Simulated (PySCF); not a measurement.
These are PBE0-D3(BJ)/def2-TZVP (PySCF 2.14.0) values and carry that method's errors. All species are isolated molecules in the gas phase. 

Reference species (SMILES): `N[SiH]=[SiH2]` (neutral, multiplicity 1).

```yaml
dipole_moment: 3.60 D
HOMO–LUMO gap: 4.00 eV
HOMO: -5.73 eV
```

Changed species: `[SiH2]=N[SiH3]`.

Q: What does the change do to the dipole moment, HOMO–LUMO gap and HOMO?

A: the dipole moment decreases by 0.60 D, to 3.00 D; the HOMO–LUMO gap increases by 1.26 eV, to 5.26 eV; the HOMO drops by 1.63 eV, to -7.36 eV.
